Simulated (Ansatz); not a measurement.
FH5N2OSi, SMILES `N[Si](N)(O)F`, relaxed with RKS PBE0-D4/def2-TZVP in Ansatz 0.2.0 from a PBE-D4/def2-SVP geometry. The force threshold is 0.005 eV/Å; the program also tests the step.

The species carries charge 0 and has multiplicity 1.

Start:

```xyz
10

N     0.466    0.508    1.418
Si   -0.127    0.235   -0.158
N    -0.519   -1.436   -0.292
O     1.034    0.922   -1.152
F    -1.538    0.974   -0.581
H     0.019    0.081    2.229
H     0.998    1.347    1.650
H    -1.211   -1.744   -0.978
H     0.203   -2.143   -0.145
H     0.673    1.256   -1.991
```

| step | energy (eV) | largest force (eV/Å) | largest move (Å) |
| --- | --- | --- | --- |
| 1 | -15700.7801 | 1.061 | 0.000 |
| 2 | -15700.8511 | 0.639 | 0.024 |
| 3 | -15700.8737 | 0.085 | 0.025 |
| 4 (rejected) | -15700.8737 | 0.317 | 0.070 |
| 5 | -15700.8773 | 0.042 | 0.035 |
| 6 | -15700.8778 | 0.041 | 0.014 |
| 7 | -15700.8780 | 0.032 | 0.022 |
| 8 | -15700.8781 | 0.011 | 0.004 |
| 9 | -15700.8781 | 0.003 | 0.008 |
| 10 | -15700.8782 | 0.004 | 0.009 |

End:

```xyz
10

N     0.438    0.519    1.404
Si   -0.135    0.241   -0.156
N    -0.487   -1.408   -0.328
O     0.998    0.929   -1.117
F    -1.523    0.941   -0.553
H     0.027    0.079    2.208
H     0.988    1.329    1.631
H    -1.229   -1.722   -0.929
H     0.209   -2.116   -0.171
H     0.713    1.208   -1.988
```

Run time 22 s (4 threads of a server CPU on a shared host); peak host memory 0.48 GiB.
